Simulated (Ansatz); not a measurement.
Species: H5Si2O, charge 0, doublet. H5Si2O (SMILES [SiH3][SiH]O, doublet).
B3LYP-D3(BJ)/def2-TZVP minimum from Ansatz (a program for electronic structure):
```
Si
O 1 1.6645
H 2 0.9612 1 117.53
H 1 1.4875 2 104.33 3 -176.10
Si 1 2.3540 4 112.85 2 -123.59
H 5 1.4832 1 108.37 4 -64.86
H 5 1.4848 6 108.72 1 117.70
H 5 1.4867 6 108.93 7 117.50
```
Charge 0, spin multiplicity 2.

Quantity: atomisation energy (electronic, to ground-state atoms), in kJ/mol. UHF or UKS for unpaired electrons; spin-orbit terms are left out. CBS(X,Y): correlation extrapolated as X^-3, Hartree-Fock from the larger set. A bracket is a step between two methods taken in the basis named. The functionals are non-relativistic, so their misses hold any scalar relativity. '+ core + X2C': CCSD(T) terms for core correlation (cc-pwCVTZ, 1s frozen past Ne) and scalar relativity (cc-pVTZ-DK). Where a partner has so few electrons that a lower coupled-cluster level is exact, that level stands in.

CCSD(T)/CBS(cc-pV(T+d)Z,cc-pV(Q+d)Z) + [CCSDT(Q) - CCSD(T)]/cc-pV(D+d)Z + core + X2C (Ansatz) gives 2420.7 kJ/mol.

**Question.** How far off this value is PBE/def2-TZVPD (Ansatz), in which direction, and which of these levels come nearer: B3LYP/def2-TZVPD, wB97M-V/def2-TZVPD, CCSD(T)/CBS(cc-pV(T+d)Z,cc-pV(Q+d)Z) + core + X2C?

**Answer.** PBE gives 2397.1 kJ/mol, 23.6 kJ/mol below it. Differences of the others: B3LYP/def2-TZVPD (Ansatz) -31.6; wB97M-V/def2-TZVPD (Ansatz) -12.8; CCSD(T)/CBS(cc-pV(T+d)Z,cc-pV(Q+d)Z) + core + X2C (Ansatz) -2.9 kJ/mol. Nearer than PBE: wB97M-V/def2-TZVPD, CCSD(T)/CBS(cc-pV(T+d)Z,cc-pV(Q+d)Z) + core + X2C.
